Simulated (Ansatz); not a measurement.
The cluster B₅Cl₃, 8 atoms. Hardware: 4 threads of Arm Neoverse V1 on a shared host.

Correlated methods freeze 20 core orbitals.

Q: How many basis functions does each of these Ansatz runs have, and roughly what does it cost? ωB97X-V/def2-TZVP, charge 0 singlet, energy, from earlier orbitals; PBE-D4/def2-TZVP, charge 0 singlet, energy and forces, from earlier orbitals; MP2/def2-TZVP, charge 0 singlet, energy, from earlier orbitals; PBE0-D4/def2-TZVP, charge 0 singlet, energy, from earlier orbitals; PBE0-D4/def2-SVP, charge 0 singlet, energy, from earlier orbitals; CAM-B3LYP-D4/def2-TZVP, charge 0 singlet, energy, from earlier orbitals; r2SCAN-D4/def2-TZVP, charge 0 singlet, energy, from earlier orbitals; B3LYP-D4/def2-SVP, charge 0 singlet, relaxation, 9 steps; CCSD(T)/def2-SVP, charge 0 singlet, energy, from earlier orbitals; LC-ωPBE/def2-TZVP, charge 0 singlet, energy, from earlier orbitals; HF/STO-3G, charge 0 singlet, energy; PBE-D4/def2-SVP, charge 0 singlet, energy, from earlier orbitals.

A: Other jobs shared the machine, so times can vary by a factor of up to 3. A dash marks memory too small to be measured apart from the calling script's.

```json
{"run": "HF/STO-3G, charge 0 singlet, energy", "functions": "52", "fitting or Cholesky vectors": "626", "wall time": "0.2 s", "peak host memory (GiB)": "–"}
{"run": "PBE-D4/def2-SVP, charge 0 singlet, energy, from earlier orbitals", "functions": "124", "fitting or Cholesky vectors": "1355", "wall time": "1.4 s", "peak host memory (GiB)": "–"}
{"run": "PBE0-D4/def2-SVP, charge 0 singlet, energy, from earlier orbitals", "functions": "124", "fitting or Cholesky vectors": "1202", "wall time": "1.9 s", "peak host memory (GiB)": "–"}
{"run": "PBE-D4/def2-TZVP, charge 0 singlet, energy and forces, from earlier orbitals", "functions": "266", "fitting or Cholesky vectors": "1613", "wall time": "4.2 s", "peak host memory (GiB)": "–"}
{"run": "LC-ωPBE/def2-TZVP, charge 0 singlet, energy, from earlier orbitals", "functions": "266", "fitting or Cholesky vectors": "1613", "wall time": "4.4 s", "peak host memory (GiB)": "0.65"}
{"run": "MP2/def2-TZVP, charge 0 singlet, energy, from earlier orbitals", "functions": "266", "fitting or Cholesky vectors": "1623", "wall time": "5.5 s", "peak host memory (GiB)": "0.75"}
{"run": "CAM-B3LYP-D4/def2-TZVP, charge 0 singlet, energy, from earlier orbitals", "functions": "266", "fitting or Cholesky vectors": "1634", "wall time": "7 s", "peak host memory (GiB)": "1"}
{"run": "PBE0-D4/def2-TZVP, charge 0 singlet, energy, from earlier orbitals", "functions": "266", "fitting or Cholesky vectors": "1649", "wall time": "7 s", "peak host memory (GiB)": "0.92"}
{"run": "r2SCAN-D4/def2-TZVP, charge 0 singlet, energy, from earlier orbitals", "functions": "266", "fitting or Cholesky vectors": "1613", "wall time": "7 s", "peak host memory (GiB)": "–"}
{"run": "CCSD(T)/def2-SVP, charge 0 singlet, energy, from earlier orbitals", "functions": "124", "fitting or Cholesky vectors": "1202", "wall time": "11 s", "peak host memory (GiB)": "0.65"}
{"run": "ωB97X-V/def2-TZVP, charge 0 singlet, energy, from earlier orbitals", "functions": "266", "fitting or Cholesky vectors": "1634", "wall time": "13 s", "peak host memory (GiB)": "1.1"}
{"run": "B3LYP-D4/def2-SVP, charge 0 singlet, relaxation, 9 steps", "functions": "124", "fitting or Cholesky vectors": "1337", "wall time": "16 s", "peak host memory (GiB)": "–"}
```
